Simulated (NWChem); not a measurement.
System: CdClF; SMILES [F][Cd][Cl]

Output (shortened):

```
             Northwest Computational Chemistry Package (NWChem) 7.3.0
             --------------------------------------------------------

                             Geometry "geometry" -> ""
                             -------------------------

 Output coordinates in angstroms (scale by  1.889725989 to convert to a.u.)

  No.       Tag          Charge          X              Y              Z
 ---- ---------------- ---------- -------------- -------------- --------------
    1 Cd                  48.0000     0.45191700    -0.10965500     0.00000000
    2 F                    9.0000     0.97996700    -1.96100200     0.00000000
    3 Cl                  17.0000    -0.17037800     2.07133900     0.00000000

 Effective nuclear repulsion energy (a.u.)     328.4416196241

                                 NWChem DFT Module
                                 -----------------

 Summary of "ao basis" -> "ao basis" (spherical)
 ------------------------------------------------------------------------------
       Tag                 Description            Shells   Functions and Types
 ---------------- ------------------------------  ------  ---------------------
 Cd                        def2-svpd                12       34   5s4p2d1f
 F                         def2-svpd                 9       23   4s3p2d
 Cl                        def2-svpd                11       27   5s4p2d

            General Information
            -------------------
          SCF calculation type: DFT
          Wavefunction type:  closed shell.
          No. of atoms     :     3
          No. of electrons :    46
           Alpha electrons :    23
            Beta electrons :    23
          Charge           :     0
          Spin multiplicity:     1
          Use of symmetry is: off; symmetry adaption is: off
          Maximum number of iterations: 150
          AO basis - number of functions:    84
                     number of shells:    32
          Convergence on energy requested:  1.00D-06
          Convergence on density requested:  1.00D-05
          Convergence on gradient requested:  5.00D-04

              XC Information
              --------------
                         B3LYP Method XC Potential
                     Hartree-Fock (Exact) Exchange  0.200
                        Slater Exchange Functional  0.800 local
                    Becke 1988 Exchange Functional  0.720 non-local
              Lee-Yang-Parr Correlation Functional  0.810
                  VWN I RPA Correlation Functional  0.190 local

             Grid Information
             ----------------
          Grid used for XC integration:  medium
          Radial quadrature: Mura-Knowles
          Angular quadrature: Lebedev.
          Tag              B.-S. Rad. Rad. Pts. Rad. Cut. Ang. Pts.
          ---              ---------- --------- --------- ---------
          Cd                  1.55      123          11.0       590
          F                   0.50       49          13.0       434
          Cl                  1.00       88          12.0       590
          Grid pruning is: on
          Number of quadrature shells:   260
          Spatial weights used:  Erf1

      Superposition of Atomic Density Guess
      -------------------------------------

 Sum of atomic energies:        -750.60025044

      Non-variational initial energy
      ------------------------------

 Total energy =    -725.537020
 1-e energy   =   -1366.565015
 2-e energy   =     492.914113
 HOMO         =      -0.445559
 LUMO         =      -0.102119

[...]

                                NWChem TDDFT Module
                                -------------------

            General Information
            -------------------
           No. of orbitals :     168
            Alpha orbitals :      84
             Beta orbitals :      84
        Alpha frozen cores :       0
         Beta frozen cores :       0
     Alpha frozen virtuals :       0
      Beta frozen virtuals :       0
         Spin multiplicity :       1
    Number of AO functions :      84
        Use of symmetry is : off
      Symmetry adaption is : off
         Schwarz screening :  0.10D-07

              XC Information
              --------------
                  B3LYP Method XC Potential
              Hartree-Fock (Exact) Exchange   0.20
                 Slater Exchange Functional   0.80 local
             Becke 1988 Exchange Functional   0.72 non-local
       Lee-Yang-Parr Correlation Functional   0.81
           VWN I RPA Correlation Functional   0.19 local

             TDDFT Information
             -----------------
          Calculation type : Tamm-Dancoff TDDFT
         Wavefunction type : Restricted singlets
          No. of electrons :      46
           Alpha electrons :      23
            Beta electrons :      23
              No. of roots :       8
          Max subspacesize :    5600
            Max iterations :     100
               Target root :       1
           Target symmetry : none
      Symmetry restriction : off
                 Algorithm : Optimal
        Davidson threshold :  0.10D-03

    8 smallest eigenvalue differences (eV)
--------------------------------------------------------
  No. Spin  Occ  Vir  Irrep   E(Occ)    E(Vir)   E(Diff)
--------------------------------------------------------
    1    1   23   24 a        -0.330    -0.103     6.167
    2    1   22   24 a        -0.330    -0.103     6.167
    3    1   21   24 a        -0.374    -0.103     7.386
    4    1   20   24 a        -0.374    -0.103     7.386
    5    1   19   24 a        -0.381    -0.103     7.575
    6    1   23   25 a        -0.330    -0.033     8.068
    7    1   23   26 a        -0.330    -0.033     8.068
    8    1   22   25 a        -0.330    -0.033     8.068
--------------------------------------------------------

  Entering Davidson iterations
  Restricted singlet excited states

  Iter   NTrls   NConv    DeltaV     DeltaE      Time
  ----  ------  ------  ---------  ---------  ---------
    1      8       0     0.18E+00   0.10+100       11.7
    2     16       0     0.53E-01   0.44E-01       15.1
    3     24       0     0.60E-01   0.52E-01       14.4
    4     32       3     0.18E-01   0.58E-02       15.4
    5     37       5     0.73E-02   0.68E-03       14.6
    6     40       5     0.12E-02   0.43E-04       14.3
    7     43       6     0.28E-03   0.18E-05       14.3
    8     45       8     0.82E-04   0.87E-07       13.4
  ----  ------  ------  ---------  ---------  ---------
  Convergence criterion met

  Ground state a        -727.696436974540 a.u.

  ----------------------------------------------------------------------------
  Root   1 singlet a              0.185085793 a.u.                5.0364 eV
  ----------------------------------------------------------------------------
     Transition Moments    X  0.24579   Y  0.07012   Z -0.10214
     Dipole Oscillator Strength                    0.0093485517
     Electric Quadrupole                           0.0000000388
     Magnetic Dipole                               0.0000001011
     Total Oscillator Strength                     0.0093486916

     Occ.   21  a   ---  Virt.   24  a        0.05603
     Occ.   22  a   ---  Virt.   24  a       -0.23597
     Occ.   23  a   ---  Virt.   24  a       -0.96721
  ----------------------------------------------------------------------------
  Root   2 singlet a              0.185085810 a.u.                5.0364 eV
  ----------------------------------------------------------------------------
     Transition Moments    X -0.09822   Y -0.02802   Z -0.25560
     Dipole Oscillator Strength                    0.0093485528
     Electric Quadrupole                           0.0000000385
     Magnetic Dipole                               0.0000001024
     Total Oscillator Strength                     0.0093486937

     Occ.   20  a   ---  Virt.   24  a        0.05603
     Occ.   22  a   ---  Virt.   24  a        0.96721
     Occ.   23  a   ---  Virt.   24  a       -0.23597
  ----------------------------------------------------------------------------
  Root   3 singlet a              0.222677600 a.u.                6.0594 eV
  ----------------------------------------------------------------------------
     Transition Moments    X  0.02115   Y  0.00603   Z -0.37448
     Dipole Oscillator Strength                    0.0208898131
     Electric Quadrupole                           0.0000000332
     Magnetic Dipole                               0.0000000711
     Total Oscillator Strength                     0.0208899173

     Occ.   20  a   ---  Virt.   24  a       -0.44172
     Occ.   21  a   ---  Virt.   24  a       -0.89001
     Occ.   22  a   ---  Virt.   24  a        0.05566
  ----------------------------------------------------------------------------
  Root   4 singlet a              0.222677607 a.u.                6.0594 eV
  ----------------------------------------------------------------------------
     Transition Moments    X  0.36012   Y  0.10269   Z  0.02199
     Dipole Oscillator Strength                    0.0208898216
     Electric Quadrupole                           0.0000000348
     Magnetic Dipole                               0.0000000666
     Total Oscillator Strength                     0.0208899229

[...]
```

Level: B3LYP/def2-SVPD with def2 effective core potentials on Cd, TDA. Coordinates come from a PBE0/def2-SVP optimisation. def2 effective core potentials on Cd; no spin-orbit coupling.

Q: Reconstruct the input file.

A: This is not unique; one that fits is the input that was run:
```
start job
memory heap 200 mb stack 900 mb global 1100 mb
geometry units angstroms noautosym nocenter noautoz
  Cd     0.451917    -0.109655     0.000000
  F      0.979967    -1.961002     0.000000
  Cl    -0.170378     2.071339     0.000000
end
basis spherical
  Cd library def2-svpd
  F library def2-svpd
  Cl library def2-svpd
end
ecp
  Cd library def2-ecp
end
dft
  xc b3lyp
  iterations 150
end
tddft
  cis
  nroots 8
  notriplet
end
task tddft energy
```
